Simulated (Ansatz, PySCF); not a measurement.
Gas-phase reaction (SMILES): C[Si](C)(C)CO + O (H2O) -> C[Si](C)(C)O [hydroxy(trimethyl)silane] + CO (CH4O) [methanol]; water cleaves one Si-C bond, a model of a ligand-exchange step.

Structures are relaxed separately at B3LYP-D3(BJ)/def2-TZVP in Ansatz (a first-principles code), one conformer each, not searched for the lowest. Cores are frozen in the correlated levels unless marked. Spin-orbit coupling is left out. Non-relativistic. Basis-set limits of correlation are two-point, X^-3; Hartree-Fock from the larger set. Thermal terms are rigid-rotor harmonic-oscillator values from B3LYP-D3(BJ) frequencies (Ansatz or PySCF) at 298.15 K and 1 atm. 1 Eh = 627.5095 kcal/mol.

```csv
species,"E, CCSD(T)/CBS(cc-pV(T+d)Z,cc-pV(Q+d)Z) (Ansatz) (Eh)","E, PBE0-D4/def2-TZVPD (Ansatz + dftd4) (Eh)",H - E (Eh)
C[Si](C)(C)CO,-523.70408,-524.10706,0.16346
O (H2O),-76.37426,-76.38102,0.02495
C[Si](C)(C)O,-484.51204,-484.88814,0.13401
CO (CH4O),-115.60979,-115.64059,0.05533
```

Question: Work out ΔE and ΔH at 298.15 K at the first level, then ΔH at the second.

Answer: 
1. ΔE = [(-484.51204) + (-115.60979)] - [(-523.70408) + (-76.37426)] = -0.04349 Eh = -27.3 kcal/mol at CCSD(T)/CBS(cc-pV(T+d)Z,cc-pV(Q+d)Z).
2. The terms H - E add up to 0.00093 Eh, so ΔH = (-0.04349 + (0.00093))×627.5095 = -26.7 kcal/mol.
3. At PBE0-D4/def2-TZVPD the same steps give ΔE = -25.5 and ΔH = -24.9 kcal/mol, a shift of +1.8 from the first level.
4. These values are not checked against measurement here, since the tables used lack a sound gas-phase enthalpy of formation for at least one species.
